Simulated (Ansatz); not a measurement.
A nudged elastic band was laid between two geometries of BClFH + H4Si (9 atoms, charge 0, multiplicity 1).

These are results of RKS B3LYP/6-31G* (Ansatz), not measurements.

```yaml
movable_images: 7
climbing_image: yes
spring: 5.0 eV/Å²
optimiser: quadratic models (default)
start_path: through a guess of the saddle point
force_threshold: 0.05 eV/Å
iteration_limit: 60
end_points: relaxed
```

Image 0:

```xyz
9
Properties=species:S:1:pos:R:3
B 0.056 1.105 -0.488
H -0.667 1.813 0.132
Cl 1.360 1.780 -1.453
F -0.111 -0.203 -0.462
Si 0.444 -3.004 1.437
H -0.849 -3.179 0.728
H 1.543 -2.860 0.449
H 0.703 -4.193 2.292
H 0.382 -1.792 2.295
```

Image 8:

```xyz
9
Properties=species:S:1:pos:R:3
B -0.018 -0.857 -0.743
H 0.364 1.299 2.873
Cl 1.174 0.141 -1.597
F -1.282 -0.492 -0.847
Si 0.522 -2.516 0.304
H 0.521 -3.678 -0.628
H 1.885 -2.368 0.875
H -0.450 -2.790 1.398
H 0.146 0.728 3.295
```

Q: What changes between the two ends?

A: Bonds broken: B1–H2, Si5–H9. Bonds formed: B1–Si5, H2–H9. BClFH + H4Si becomes BClFH3Si + H2.

Q: What energy profile does the band end with?

A: It converged. The highest image is number 4 of 0 to 8, 49.3 kcal/mol above the first end and 36.2 kcal/mol above the last; the last end lies 13.0 kcal/mol above the first. Neighbouring images differ by up to 1.8 eV, so the band resolves the path poorly. A vibrational analysis at the climbing image gives 2 clearly imaginary modes (1115i, 119i cm⁻¹): a point of higher order, so a lower path passes nearby. The orbitals stay closed-shell, which can raise the energy where a bond breaks towards radicals; this wasn't checked here.

```
image  path coordinate (Å)  energy (kcal/mol)  B1–H2 (Å)  Si5–H9 (Å)  B1–Si5 (Å)
    0                 0.00                0.0       1.19        1.49        4.55
    1                 1.14                0.3       1.19        1.49        4.14
    2                 2.28                1.1       1.19        1.49        3.80
    3                 3.42                7.3       1.19        1.50        3.06
    4                 4.56               49.3       1.33        1.97        2.20
    5                 5.78               17.7       2.44        2.82        2.04
    6                 7.00               13.2       3.33        3.82        2.03
    7                 8.21               13.1       3.74        4.12        2.03
    8                 9.43               13.0       4.23        4.43        2.03
```

Q: What is the geometry of the highest image?

A: 
```xyz
9
Properties=species:S:1:pos:R:3:forces:R:3
B 0.094 -0.219 0.169 0.00 0.01 -0.01
H 0.001 0.527 1.264 0.00 0.00 0.00
Cl 1.572 0.459 -0.655 -0.01 0.00 0.00
F -1.108 -0.179 -0.471 0.00 0.00 0.00
Si 0.493 -2.303 0.741 0.00 0.00 0.00
H -0.595 -3.055 0.069 0.00 0.00 0.00
H 1.829 -2.663 0.212 0.00 0.00 0.00
H 0.454 -2.614 2.200 0.00 0.00 0.00
H 0.122 -0.484 1.401 0.00 0.00 0.00
```

Run time: 11 min on 1 thread of Arm Neoverse V1 (shared host), peak memory 0.2 GiB.
